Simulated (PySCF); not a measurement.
# Computed properties of GaBr3, SMILES [Br][Ga]([Br])[Br]

GaBr3, SMILES [Br][Ga]([Br])[Br]. Coordinates come from a B3LYP-D3(BJ)/def2-SVP optimisation. The isomer is the one that the SMILES or the coordinates give; other isomers of the formula were not compared. The values are those of a single conformer. All values are computed for the isolated molecule unless a solvent is named; none is compared with measurement here.

**Structure.** The optimised structure has D3h symmetry. All 6 harmonic modes at B3LYP-D3(BJ)/def2-SVP (PySCF) are real, so it is a minimum. With heavy atoms numbered as in [Ga:1]([Br:2])([Br:3])[Br:4], the shortest bond between them is Ga1–Br3 at 2.282 Å and the longest Ga1–Br2 at 2.282 Å.

**Vibrations.** The strongest infrared lines (harmonic, unscaled, degenerate partners summed) lie at 346 cm⁻¹ (125 km/mol, Ga 64 %, Br 36 %), 108 cm⁻¹ (5 km/mol, Ga 77 %, Br 23 %), 81 cm⁻¹ (4 km/mol, Br 86 %, Ga 14 %). The softest mode is at 81 cm⁻¹ and the zero-point energy is 1.7 kcal/mol.

**Electronic structure.** ωB97X/def2-TZVP (PySCF) places the frontier levels at -11.05 and -0.45 eV, a gap of 10.60 eV, and gives a dipole moment of 0.00 D and a mean polarisability of 85.7 bohr³. PBE/def2-TZVP (PySCF) at the same geometry gives -7.41 and -3.27 eV, so its gap is 6.46 eV narrower. An orbital gap is neither the optical nor the fundamental gap.

**Excitations.** TDDFT-M06-2X/def2-SVPD (PySCF) has S1 at 5.36 eV (231 nm, f = 0.000, dark); the most intense of the 10 singlets computed lies at 6.38 eV (f = 0.16). Strengths of degenerate partners are summed. T1 (TDA) is at 5.08 eV. TDDFT-PBE/def2-SVPD (PySCF) puts S1 at 4.18 eV. No vertical singlet excitation falls in the visible range (under 3.1 eV).
